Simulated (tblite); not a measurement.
A geometry optimisation, step by step.

Compound: C5H11NOSi3.
SMILES with atom numbers: `[N:1]#[C:2][Si@@H:3]1[C@H:4]([CH:5]=[O:6])[CH2:7][Si@@H:8]1[CH2:9][SiH3:10]` (hydrogens: H11 on Si3; H12 on C4; H13 on C5; H14, H15 on C7; H16 on Si8; H17, H18 on C9; H19, H20, H21 on Si10)

Computed with GFN2-xTB (tblite), gas phase: L-BFGS steps from a force-field or distance-geometry start until the largest atomic force falls under 0.01 eV/Å. 3 of its 215 geometries are shown.

Step 0: E = -770.2971 eV, largest atomic force 3.089 eV/Å
```
atom  x, y, z in Å  |  force x, y, z in eV/Å
N1     -1.751   -2.670   -1.771    0.215   0.282   0.334
C2     -1.487   -2.020   -0.858   -0.823  -0.995  -1.161
Si3    -1.034   -1.038    0.585    0.462  -1.819   2.453
C4     -1.741    0.683    0.647   -2.270   0.579   0.724
C5     -3.207    0.745    0.613   -1.327   1.143  -1.972
O6     -3.847    1.110   -0.381    0.933  -0.835   1.647
C7     -0.999    1.081   -0.596    0.146   2.424  -0.495
Si8     0.548    0.475    0.218    1.973   0.046  -0.284
C9      1.905   -0.178   -0.838    0.996  -0.450  -0.871
Si10    3.499    0.212    0.083    1.002   0.266  -0.329
H11    -1.001   -1.716    1.868   -0.491  -0.470   0.122
H12    -1.383    1.240    1.546   -0.346  -0.505  -0.483
H13    -3.753    0.452    1.531    0.215  -0.035  -0.008
H14    -1.035    2.173   -0.733   -0.352  -0.263  -0.487
H15    -1.291    0.550   -1.514   -0.060   0.415   0.418
H16     0.941    1.161    1.457   -0.127   0.237  -0.158
H17     1.943    0.244   -1.862   -0.087  -0.373   0.625
H18     1.834   -1.276   -0.894   -0.061   0.515  -0.299
H19     4.278   -0.980    0.373    0.004  -0.207   0.046
H20     3.269    0.886    1.363    0.076   0.033  -0.088
H21     4.303    1.038   -0.838   -0.077   0.014   0.267
```

Step 107: E = -772.0383 eV, largest atomic force 0.188 eV/Å
```
atom  x, y, z in Å  |  force x, y, z in eV/Å
N1     -1.486   -3.447   -0.350    0.030   0.179   0.048
C2     -1.332   -2.457    0.211   -0.012  -0.133  -0.070
Si3    -0.982   -0.898    1.182   -0.067   0.018  -0.011
C4     -2.063    0.634    0.570    0.049   0.031   0.017
C5     -2.727    0.243   -0.679    0.038  -0.031  -0.039
O6     -2.328    0.472   -1.796    0.024  -0.005   0.087
C7     -0.965    1.705    0.393   -0.088  -0.042   0.019
Si8     0.648    0.685    0.633   -0.012   0.029  -0.071
C9      1.710    0.413   -0.918    0.025  -0.013  -0.049
Si10    3.471   -0.206   -0.544   -0.029  -0.107   0.064
H11    -1.518   -1.306    2.490    0.037  -0.036   0.070
H12    -2.806    0.891    1.326    0.018   0.001  -0.092
H13    -3.638   -0.368   -0.519   -0.046   0.008  -0.014
H14    -1.074    2.480    1.151   -0.018   0.051  -0.063
H15    -1.063    2.184   -0.584   -0.009  -0.041   0.084
H16     1.442    1.209    1.761    0.015  -0.025  -0.005
H17     1.768    1.353   -1.469    0.023   0.020   0.031
H18     1.219   -0.291   -1.594   -0.008   0.050   0.082
H19     3.367   -1.591   -0.077    0.012  -0.013  -0.012
H20     4.035    0.596    0.548    0.022   0.028  -0.078
H21     4.313   -0.130   -1.736   -0.004   0.030   0.004
```

Step 214: E = -772.1301 eV, largest atomic force 0.008 eV/Å
```
atom  x, y, z in Å  |  force x, y, z in eV/Å
N1     -0.766   -3.334   -0.150   -0.004  -0.003  -0.001
C2     -0.822   -2.348    0.433   -0.006  -0.002  -0.001
Si3    -0.798   -0.732    1.368    0.006   0.005   0.002
C4     -2.034    0.560    0.527    0.001  -0.001  -0.001
C5     -2.254    0.015   -0.815    0.005   0.004   0.000
O6     -1.530    0.203   -1.766    0.001  -0.001   0.003
C7     -1.133    1.810    0.519    0.000  -0.006   0.003
Si8     0.614    1.030    0.747   -0.001   0.002  -0.007
C9      1.625    0.766   -0.834   -0.003   0.001  -0.006
Si10    2.943   -0.605   -0.743    0.007   0.000   0.003
H11    -1.364   -1.147    2.663   -0.005  -0.001   0.006
H12    -2.976    0.686    1.056   -0.001   0.001   0.000
H13    -3.129   -0.660   -0.899    0.005  -0.002   0.000
H14    -1.401    2.467    1.347    0.003  -0.002   0.004
H15    -1.271    2.379   -0.399   -0.002  -0.004  -0.006
H16     1.405    1.676    1.811    0.002  -0.001   0.004
H17     2.103    1.706   -1.111    0.003  -0.005  -0.003
H18     0.929    0.525   -1.639   -0.001   0.006  -0.003
H19     2.300   -1.872   -0.394    0.000   0.003   0.001
H20     3.909   -0.249    0.304   -0.005  -0.002   0.000
H21     3.641   -0.703   -2.026   -0.004   0.006   0.002
```

**Question.** Summarise the path.

**Answer.** The energy falls by 1.8330 eV from step 0 to step 214; nine tenths of that is first reached at step 69. It falls at every step. The largest force goes from 3.089 to 0.008 eV/Å. Among the bonds Si3–Si8 changes most, from 2.220 to 2.342 Å; the atoms move by 1.765 Å rms after alignment.

What follows is the cost of the whole relaxation. Time: 2.8 s of wall time. Hardware: Arm Neoverse V1, one thread, shared host.
